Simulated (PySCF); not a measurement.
An unknown gives this computed stick spectrum. The calculation used TDDFT CAM-B3LYP/def2-SVPD, vertical, gas phase, core orbitals frozen in the response in PySCF 2.14.0, density-fitted response routines. Geometries: GFN2-xTB, one conformer each.

```csv
state,E (eV),f,"main configurations (H = HOMO, L = LUMO)"
S1,4.43,0.027,H→L (96%)
S2,5.06,0.106,"H-1→L (64%), H-2→L (31%)"
S3,5.59,0.068,"H-2→L (62%), H-1→L (29%)"
S4,5.79,0.0052,H→L+1 (87%)
S5,6.64,0.011,"H-1→L+1 (38%), H→L+4 (14%), H→L+2 (14%)"
S6,6.66,0.0004,"H-3→L (44%), H-4→L (32%)"
S7,6.72,0.023,"H-1→L+1 (21%), H→L+3 (20%), H→L+2 (19%)"
S8,6.80,0.029,"H→L+3 (35%), H→L+4 (25%), H-1→L+1 (14%)"
```

Orbital energies (eV): HOMO-3 -11.09, HOMO-2 -8.97, HOMO-1 -8.85, HOMO -8.17, LUMO -0.66, LUMO+1 0.96, LUMO+2 1.29.

Question: Which structure fits?
A. `p1ccccc1CC`
B. `C[P@H](=S)CC(F)(F)F`
C. `C1=C(C)[P@H](C(=C1)F)=S`
D. `Fc1ccp(CP)c1F`
E. `Fc1cccc(F)p1`

Answer: D. Its S1 lies at 4.43 eV; the nearest of the others has S1 at 4.73 eV. S1 is HOMO→LUMO (96%). Löwdin shares by element: HOMO carbon 73% or more (atoms not listed hold the other 27%); LUMO carbon 48% or more, phosphorus 13% or more (atoms not listed hold the other 39%). At the same level the other candidates give, for their lowest levels:
- `CCc1ccccp1`: 4.79 eV (f 0.014); 5.10 eV (f 0.092); 5.10 eV (f 0.020); 5.81 eV (f 0.002); 6.01 eV (f 0.369); T1 3.16 eV; HOMO -8.04, LUMO -0.35 eV
- `Fc1cccc(F)p1`: 4.73 eV (f 0.007); 5.09 eV (f 0.130); 5.56 eV (f 0.020); 6.05 eV (f 0.254); 6.45 eV (f 0.000); T1 3.10 eV; HOMO -8.65, LUMO -0.95 eV
- `C[P@H](=S)CC(F)(F)F`: 5.97 eV (f 0.001); 6.07 eV (f 0.014); 6.21 eV (f 0.010); 6.27 eV (f 0.020); 6.30 eV (f 0.059); T1 5.46 eV; HOMO -8.20, LUMO 0.86 eV
- `CC1=CC=C(F)[P@@H]1=S`: 3.78 eV (f 0.008); 4.07 eV (f 0.015); 4.32 eV (f 0.050); 5.87 eV (f 0.003); 5.91 eV (f 0.003); T1 2.44 eV; HOMO -8.08, LUMO -1.12 eV

The values belong to the conformer `[F:1][c:2]1[cH:3][cH:4][p:5]([CH2:6][PH2:7])[c:8]1[F:9]`: C4–P5–C6–P7 83°, H–P7–C6–P5 -48°, H–P7–C6–P5 44°.
Triplets come from the Tamm–Dancoff approximation.
